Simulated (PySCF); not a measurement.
Compound: calcium monohydroxide cation, CaHO (charge +1).
Bonds: O1–Ca2. Hydrogens: H3 on O1.

Level of theory: TDDFT CAM-B3LYP/def2-SVPD, vertical, gas phase, core orbitals frozen in the response in PySCF 2.14.0, density-fitted response routines. Geometry: PBE0-D3(BJ)/def2-SVP; no solvent, vibrations or thermal averaging.

Question: Predict the UV-vis stick spectrum at this level.

Answer: 

| state | E (eV) | ν̃ (cm⁻¹) | f | symmetry | main configurations (H = HOMO, L = LUMO) |
| --- | --- | --- | --- | --- | --- |
| S1 | 5.00 | 40340 | 0.013 | Π | H-1/H→L (≥93%) |
| S2 | 5.00 | 40340 | 0.013 | Π | H-1/H→L (≥93%) |
| S3 | 6.44 | 51960 | 0.0000 | – | H-1/H→L+5 (≥50%), H-1/H→L+4 (≥42%) |
| S4 | 6.44 | 51960 | 0.0000 | – | H-1/H→L+5 (≥50%), H-1/H→L+4 (≥42%) |
| S5 | 6.54 | 52750 | 0.0080 | Π | H-1/H→L+4 (≥49%), H-1/H→L+5 (≥27%) |
| S6 | 6.54 | 52750 | 0.0080 | Π | H-1/H→L+4 (≥49%), H-1/H→L+5 (≥27%) |
| S7 | 6.91 | 55710 | 0.0000 | – | H-1/H→L+1/L+2 (≥75%), H-1/H→L+6 (≥10%) |
| S8 | 6.94 | 55990 | 0.0000 | – | H-1/H→L+1/L+2 (≥73%) |
| S9 | 6.94 | 55990 | 0.0000 | – | H-1/H→L+1/L+2 (≥73%) |

Triplets (Tamm–Dancoff): T1 4.93 eV, H-1/H→L (≥92%); T2 4.93 eV, H-1/H→L (≥92%); T3 6.42 eV, H-1/H→L+5 (≥50%), H-1/H→L+4 (≥41%); T4 6.42 eV, H-1/H→L+5 (≥50%), H-1/H→L+4 (≥41%).

The lowest singlet level (S1/S2) lies at 5.00 eV (248 nm, ultraviolet) and is weak. The lowest level is also the most intense of those listed (f = 0.027 summed). S1/S2, S3/S4, S5/S6 and S8/S9 lie within about 0.01 eV of each other in each set; the point group C∞v has degenerate representations, and within a degenerate level the listed configurations can mix freely. Löwdin shares by element: HOMO (one of a set within 0.03 eV) oxygen 84%, calcium 9%, hydrogen 6%; LUMO calcium 88%, oxygen 12%. Orbital energies (eV): HOMO-3 -30.99, HOMO-2 -18.40, HOMO-1 -14.45, HOMO -14.45, LUMO -6.21, LUMO+1 -4.19, LUMO+2 -4.19. Of the 9 states listed, 2 reach f = 0.01 and 5 stay under 0.0005. Weighted by f, the mean energy of these states is 5.58 eV. No computed singlet lies in the visible range (380 to 750 nm); the lowest, at 248 nm, stands 1.74 eV above its violet end (3.26 eV). The vertical ionisation energy (ΔSCF) is 15.91 eV, 8.97 eV above S9. Symmetry labels in C∞v follow from the direction of the transition dipole and are given only for states with f of 0.002 or more. Orbitals of the list HOMO-3 to LUMO+2 that lie within 0.01 eV of each other are written together with a slash and their weights summed (≥ marks a lower bound); for degenerate orbitals outside that list single weights are arbitrary. Only the lowest 10 singlets were computed, as vertical energies without vibronic structure. The highest level found (7.03 eV, f 0.019 so far) is left out, since the window may have cut off a degenerate partner.

Time: 3.3 s; peak memory 0.30 GiB. Hardware: one thread, Arm Neoverse V1 (aarch64), on a shared host.
